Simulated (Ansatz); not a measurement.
Geometry optimisation, Ansatz 0.2.0, RKS PBE-D4/def2-SVP.

Input file:

```yaml
crystal:
  periodic: [false, false, false]
  atoms:
    - { symbol: Ga, position_ang: [0.0, 0.0, 0.0] }
    - { symbol: Cl, position_ang: [0.0, 0.0, 2.59] }
    - { symbol: H, position_ang: [1.3596, 0.0, -0.785] }
    - { symbol: C, position_ang: [-1.7147, 0.0, -0.99] }
    - { symbol: H, position_ang: [-2.2748, -0.9305, -0.7608] }
    - { symbol: H, position_ang: [-2.3188, 0.8797, -0.6846] }
    - { symbol: H, position_ang: [-1.513, 0.0508, -2.0803] }
    - { symbol: F, position_ang: [0.0836, -1.8961, 0.6306] }
    - { symbol: H, position_ang: [0.0624, -1.4154, 1.7691] }
basis:
  gaussian: { orbitals: def2-SVP }
hamiltonian:
  xc: pbe
  dispersion: d4
relax:
  f_tol: 0.15
  max_steps: 25
  restrain:
    - { distance: [0, 7], at: 2.9, k: 30.0 }
    - { distance: [8, 1], at: 2.57, k: 30.0 }
    - { distance: [0, 1], at: 2.24, k: 30.0 }
    - { distance: [8, 7], at: 0.92, k: 30.0 }
```

Command:

```bash
$ ansatz run input.yaml --threads 2 --pin off --max-ram 3072MiB --backend cpu --events-out ev --progress --plain --runs-dir out
```

Question: Where does it end, and by what steps?

Answer: It converged. The restraints hold the end off the free minimum; the threshold counts their pulls, which the force column leaves out. Restrained pairs: Ga1–F8 (2.00 → 2.89 Å), Cl2–H9 (1.64 → 2.56 Å), Ga1–Cl2 (2.59 → 2.24 Å), F8–H9 (1.24 → 0.93 Å). After 8 steps the energy has fallen by 0.394 eV (the restraints' own energy left out); H9 moved furthest, 0.67 Å.

```json
{"step": "0", "energy less start (eV)": "0.0000", "largest force component (eV/Å)": "1.580", "accepted": "yes"}
{"step": "1", "energy less start (eV)": "-0.0415", "largest force component (eV/Å)": "2.013", "accepted": "yes"}
{"step": "2", "energy less start (eV)": "0.0402", "largest force component (eV/Å)": "1.720", "accepted": "yes"}
{"step": "3", "energy less start (eV)": "-0.0022", "largest force component (eV/Å)": "2.009", "accepted": "yes"}
{"step": "4", "energy less start (eV)": "-0.3322", "largest force component (eV/Å)": "0.964", "accepted": "yes"}
{"step": "5", "energy less start (eV)": "-0.3570", "largest force component (eV/Å)": "0.343", "accepted": "yes"}
{"step": "6", "energy less start (eV)": "-0.3128", "largest force component (eV/Å)": "2.064", "accepted": "no"}
{"step": "7", "energy less start (eV)": "-0.3903", "largest force component (eV/Å)": "0.330", "accepted": "yes"}
{"step": "8", "energy less start (eV)": "-0.3935", "largest force component (eV/Å)": "0.485", "accepted": "yes"}
```

```xyz
9
Properties=species:S:1:pos:R:3
Ga 0.024 0.232 -0.080
Cl -0.122 0.439 2.141
H 1.504 0.375 -0.570
C -1.720 0.078 -0.959
H -2.258 -0.799 -0.547
H -2.323 0.982 -0.737
H -1.617 -0.037 -2.055
F 0.098 -2.509 0.836
H 0.098 -2.072 1.662
```

Time of the run: 9.9 s on 2 threads of Intel(R) Xeon(R) 6975P-C (Granite Rapids) (shared host), peak memory 0.17 GiB.
